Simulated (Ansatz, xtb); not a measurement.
Stretching the Ge1–Cl2 bond in ClGeH3 (SMILES [Cl][GeH3]) (multiplicity 1 held, fragments rigid). Energies count from the point at 2.175 Å.
Geometry at that point (charge 0, multiplicity 1):
```xyz
5

Ge    -0.68437     0.03164     0.00356
Cl     1.48817    -0.06879    -0.00774
H     -1.06959     1.46669    -0.37373
H     -1.14315    -0.32667     1.42175
H     -1.18623    -0.98290    -1.03035
```

Restricted levels (R-, RO-) in cc, def2 and unpolarised 6-31G sets keep to the state of the molecule at rest. U- levels take the lowest unrestricted solution at each point, which mixes spins at long bonds. Active spaces are followed from a long bond inwards. Levels need not reach the same state.

Cores are frozen in the correlated methods. Filled d and f shells under p-block atoms count as core.

Programs: Ansatz (a program for electronic structure); xtb for the GFN methods. Each number belongs to the level named beside it. The GFN methods have no spin term and hold the electronic entropy of 300 K.

Question: One of these levels gives 96.75 kcal/mol for the energy at R = 6.960 Å. Which?
A) R-MP2/def2-SVP
B) GFN2-xTB
C) U-HF/def2-SVP
D) CASSCF(6,4)/def2-SVP

Answer: B, GFN2-xTB. The others give 72.07 (U-HF/def2-SVP), 110.87 (R-MP2/def2-SVP), 82.52 (CASSCF(6,4)/def2-SVP)

Doubts at one or more of the structures used: a spin-contaminated determinant (U-HF/def2-SVP); a restricted determinant that unrestricted orbitals would lower (R-MP2/def2-SVP); active orbitals that take no part (CASSCF(6,4)/def2-SVP).
